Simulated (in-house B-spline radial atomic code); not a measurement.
Radial electron density of Br²⁺, [Ne] 3s2 3p5 3d10 4s2 4p3 5s1. Computed with a B-spline radial code for spherical atoms: scalar-relativistic (X2C) B3LYP, spin-polarised, spherical fractional occupations, exact exchange averaged over the configuration, Fermi nucleus of rms radius 4.1629 fm.

One-electron X2C: radii and densities carry no picture-change correction, so inner-shell <1/r> comes out high (for 1s by about 2 % at Z = 33, 5 % at 54, 10 % at 75, 30 % at 118) and <r> low.

Columns: r (bohr), 4πr²n(r) (electrons per bohr), bar.

```
 0.00166      1.4 #
 0.00205    2.002 ##
 0.00254    2.861 ##
 0.00314    4.045 ###
 0.00388    5.665 #####
 0.00481    7.883 #######
 0.00595    10.78 #########
 0.00736    14.48 #############
  0.0091    19.03 ################
  0.0113    24.46 #####################
  0.0139    30.09 ##########################
  0.0172    35.77 ###############################
  0.0213    40.46 ###################################
  0.0264    43.16 #####################################
  0.0327    43.13 #####################################
  0.0404    40.59 ###################################
    0.05    37.04 ################################
  0.0619    35.15 ##############################
  0.0766    37.31 ################################
  0.0947    43.42 ######################################
   0.117    49.78 ###########################################
   0.145    50.95 ############################################
   0.179    44.46 ######################################
   0.222    34.21 ##############################
   0.275     28.4 #########################
    0.34    30.15 ##########################
   0.421    33.85 #############################
    0.52    31.73 ###########################
   0.644    22.87 ####################
   0.797    13.12 ###########
   0.986     7.35 ######
    1.22    5.321 #####
    1.51    4.281 ####
    1.87    2.818 ##
    2.31    1.459 #
    2.86   0.7433 #
    3.54   0.4648 
    4.38   0.2597 
    5.42   0.0926 
     6.7  0.01826 
    8.29 0.001745 
    10.3  6.6e-05 
    12.7    1e-06
```

On this grid the curve has 3 maxima, near 0.0264, 0.145, 0.421 bohr.

The 5s up radial function P(r) = rR(r), positive near the nucleus:

```
r (bohr)          P
0.000571   0.006462
0.000875   0.009409
 0.00134    0.01363
 0.00205    0.01956
 0.00314    0.02777
 0.00481    0.03863
 0.00736    0.05196
  0.0113    0.06631
  0.0172    0.07669
  0.0264    0.07392
  0.0404    0.04385
  0.0619    -0.0226
  0.0947    -0.1033
   0.145    -0.1224
   0.275    0.09785
   0.421      0.201
   0.644  -0.003427
   0.986    -0.3105
    1.51    -0.1934
    2.31     0.3616
    3.54     0.6187
    5.42     0.3034
    8.29    0.04177
    12.7      0.001
```
